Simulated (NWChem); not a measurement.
System: C2H4Cl2Si; SMILES Cl[SiH](Cl)C=C

Parts of the log:

```
             Northwest Computational Chemistry Package (NWChem) 7.3.0
             --------------------------------------------------------

                             Geometry "geometry" -> ""
                             -------------------------

 Output coordinates in angstroms (scale by  1.889725989 to convert to a.u.)

  No.       Tag          Charge          X              Y              Z
 ---- ---------------- ---------- -------------- -------------- --------------
    1 Si                  14.0000     0.39061100     0.03428400     0.00000000
    2 Cl                  17.0000    -0.10373500    -1.08122200     1.68186600
    3 Cl                  17.0000    -0.10373500    -1.08122200    -1.68186600
    4 C                    6.0000    -0.55526300     1.63329700     0.00000000
    5 C                    6.0000     0.07958000     2.82279900     0.00000000
    6 H                    1.0000     1.86603200     0.27991600     0.00000000
    7 H                    1.0000    -1.65981100     1.60211700     0.00000000
    8 H                    1.0000     1.18161500     2.89538100     0.00000000
    9 H                    1.0000    -0.46875800     3.78054700     0.00000000

 Effective nuclear repulsion energy (a.u.)     326.7798289753

                                 NWChem DFT Module
                                 -----------------

 Summary of "ao basis" -> "ao basis" (spherical)
 ------------------------------------------------------------------------------
       Tag                 Description            Shells   Functions and Types
 ---------------- ------------------------------  ------  ---------------------
 Si                         def2-svp                 8       18   4s3p1d
 Cl                         def2-svp                 8       18   4s3p1d
 C                          def2-svp                 6       14   3s2p1d
 H                          def2-svp                 3        5   2s1p

            General Information
            -------------------
          SCF calculation type: DFT
          Wavefunction type:  closed shell.
          No. of atoms     :     9
          No. of electrons :    64
           Alpha electrons :    32
            Beta electrons :    32
          Charge           :     0
          Spin multiplicity:     1
          Use of symmetry is: off; symmetry adaption is: off
          Maximum number of iterations: 150
          AO basis - number of functions:   102
                     number of shells:    48
          Convergence on energy requested:  1.00D-06
          Convergence on density requested:  1.00D-05
          Convergence on gradient requested:  5.00D-04

              XC Information
              --------------
                         B3LYP Method XC Potential
                     Hartree-Fock (Exact) Exchange  0.200
                        Slater Exchange Functional  0.800 local
                    Becke 1988 Exchange Functional  0.720 non-local
              Lee-Yang-Parr Correlation Functional  0.810
                  VWN I RPA Correlation Functional  0.190 local

             Grid Information
             ----------------
          Grid used for XC integration:  medium
          Radial quadrature: Mura-Knowles
          Angular quadrature: Lebedev.
          Tag              B.-S. Rad. Rad. Pts. Rad. Cut. Ang. Pts.
          ---              ---------- --------- --------- ---------
          Si                  1.10       88          11.0       590
          Cl                  1.00       88          12.0       590
          C                   0.70       49          10.0       434
          H                   0.35       45          12.0       434
          Grid pruning is: on
          Number of quadrature shells:   542
          Spatial weights used:  Erf1

      Superposition of Atomic Density Guess
      -------------------------------------

 Sum of atomic energies:       -1284.63231983

      Non-variational initial energy
      ------------------------------

 Total energy =   -1286.516591
 1-e energy   =   -2424.344304
 2-e energy   =     811.047884
 HOMO         =      -0.345368
 LUMO         =      -0.023145

     ---------------------------------------------
      Total Density - Mulliken Population Analysis
     ---------------------------------------------

    Atom       Charge   Shell Charges
 -----------   ------   -------------------------------------------------------
    1 Si  14    12.87   2.00  1.99  0.95  0.12  5.93  0.90  0.74  0.23
    2 Cl  17    17.42   2.00  1.99  1.22  0.72  5.94  2.16  3.37  0.01
    3 Cl  17    17.42   2.00  1.99  1.22  0.72  5.94  2.16  3.37  0.01
    4 C    6     6.42   1.99  0.99  0.32  1.99  1.10  0.02
    5 C    6     6.11   1.99  0.97  0.28  1.89  0.95  0.03
    6 H    1     1.08   0.70  0.38  0.01
    7 H    1     0.88   0.66  0.20  0.02
    8 H    1     0.90   0.67  0.21  0.02
    9 H    1     0.89   0.67  0.20  0.02

   convergence    iter        energy       DeltaE   RMS-Dens  Diis-err
 ---------------- ----- ----------------- --------- --------- ---------
 d= 0,ls=0.0,diis     1  -1288.1358580875 -1.61D+03  1.13D-02  5.46D-01
 d= 0,ls=0.0,diis     2  -1288.1461117526 -1.03D-02  7.10D-03  3.48D-01
 d= 0,ls=0.0,diis     3  -1288.1936740371 -4.76D-02  1.99D-03  4.24D-02
 d= 0,ls=0.0,diis     4  -1288.1994534767 -5.78D-03  4.59D-04  3.95D-03
 d= 0,ls=0.0,diis     5  -1288.1999285848 -4.75D-04  1.46D-04  3.75D-04
  Resetting Diis
 d= 0,ls=0.0,diis     6  -1288.1999782905 -4.97D-05  3.37D-05  1.02D-05
 d= 0,ls=0.0,diis     7  -1288.1999796313 -1.34D-06  1.55D-05  8.57D-07
 d= 0,ls=0.0,diis     8  -1288.1999795673  6.40D-08  8.62D-06  1.31D-06

         Total DFT energy =    -1288.199979567323
      One electron energy =    -2427.343902382200
           Coulomb energy =      902.168349387599
    Exchange-Corr. energy =      -89.804255548046
 Nuclear repulsion energy =      326.779828975325

 Numeric. integr. density =       64.000001778360

                       DFT Final Molecular Orbital Analysis
                       ------------------------------------

 Vector   30  Occ=2.000000D+00  E=-3.193934D-01
              MO Center= -7.7D-02, -7.7D-01,  9.7D-08, r^2= 4.5D+00
   Bfn.  Coefficient  Atom+Function         Bfn.  Coefficient  Atom+Function
  ----- ------------  ---------------      ----- ------------  ---------------
    31      0.345126  2 Cl pz                49      0.345126  3 Cl pz
    28      0.257275  2 Cl pz                46      0.257275  3 Cl pz
    29      0.217775  2 Cl px                47     -0.217775  3 Cl px
    30      0.165442  2 Cl py                48     -0.165443  3 Cl py
    26      0.163815  2 Cl px                44     -0.163815  3 Cl px

 Vector   31  Occ=2.000000D+00  E=-3.112303D-01
              MO Center=  9.1D-02, -1.5D-01, -8.5D-07, r^2= 4.8D+00
   Bfn.  Coefficient  Atom+Function         Bfn.  Coefficient  Atom+Function
  ----- ------------  ---------------      ----- ------------  ---------------
    29      0.312187  2 Cl px                47      0.312188  3 Cl px
    26      0.234619  2 Cl px                44      0.234619  3 Cl px
    59     -0.208803  4 C  py                83     -0.204691  6 H  s
    57      0.187156  4 C  s                 84     -0.186595  6 H  s
    30     -0.171340  2 Cl py                48     -0.171340  3 Cl py

 Vector   32  Occ=2.000000D+00  E=-2.977749D-01
              MO Center= -1.9D-01,  1.4D+00, -1.5D-07, r^2= 4.1D+00
   Bfn.  Coefficient  Atom+Function         Bfn.  Coefficient  Atom+Function
  ----- ------------  ---------------      ----- ------------  ---------------
    74      0.364611  5 C  pz                60      0.359067  4 C  pz
    77      0.249126  5 C  pz                63      0.225067  4 C  pz
    30     -0.222907  2 Cl py                48      0.222907  3 Cl py
    27     -0.163397  2 Cl py                45      0.163397  3 Cl py
    24     -0.094532  2 Cl py                42      0.094532  3 Cl py

[...]

                     NWChem Electrostatic Potential Fit Module
                     -----------------------------------------

 Atom parameters

 Number of atoms is                                    9
 Number of basis functions is                        102

 Grid parameters

 Maximum number of grid points is                  40947
 Number of grid points is                          40946
 Grid range                                     0.300000 nm
 Grid spacing                                   0.020000 nm
 Probe radius                                   0.070000 nm
 Atom radius factor                             1.000000

 Atomic radii

    1    0.100000
    6    0.147000
   14    0.187000
   17    0.169000
 FASTESP  F
  using M.O. file = ./job.movecs

    Atom              Coordinates                           Charge

                                                  ESP

    1 Si    0.039061    0.003428    0.000000    0.516291
    2 Cl   -0.010374   -0.108122    0.168187   -0.200437
    3 Cl   -0.010374   -0.108122   -0.168187   -0.200264
    4 C    -0.055526    0.163330    0.000000   -0.183681
    5 C     0.007958    0.282280    0.000000   -0.226366
    6 H     0.186603    0.027992    0.000000   -0.076050
    7 H    -0.165981    0.160212    0.000000    0.119250
    8 H     0.118162    0.289538    0.000000    0.125653
    9 H    -0.046876    0.378055    0.000000    0.125604
                                            ------------
                                               -0.000000

 Dipole moment                                  0.994081

 Quadrupole moment Qxx                          7.918753
                   Qyy                         -0.763143
                   Qzz                         -7.155610

 RMS deviation kJ/mol                           0.061486

 RRMS %                                        37.446715
```

Level: B3LYP/def2-SVP. The geometry was optimised at PBE-D3(BJ)/def2-SVP.

### Question
Write an input that gives this output.

### Answer
Several could match; the one computed here: the input that was run:
```
start job
memory heap 200 mb stack 900 mb global 1100 mb
geometry units angstroms noautosym nocenter noautoz
  Si     0.390611     0.034284     0.000000
  Cl    -0.103735    -1.081222     1.681866
  Cl    -0.103735    -1.081222    -1.681866
  C     -0.555263     1.633297     0.000000
  C      0.079580     2.822799     0.000000
  H      1.866032     0.279916     0.000000
  H     -1.659811     1.602117     0.000000
  H      1.181615     2.895381     0.000000
  H     -0.468758     3.780547     0.000000
end
basis spherical
  * library def2-svp
end
dft
  xc b3lyp
  iterations 150
  mulliken
end
task dft energy
esp
  recalculate
  probe 0.07
  range 0.3
  factor 1.0
  spacing 0.02
end
task esp
```
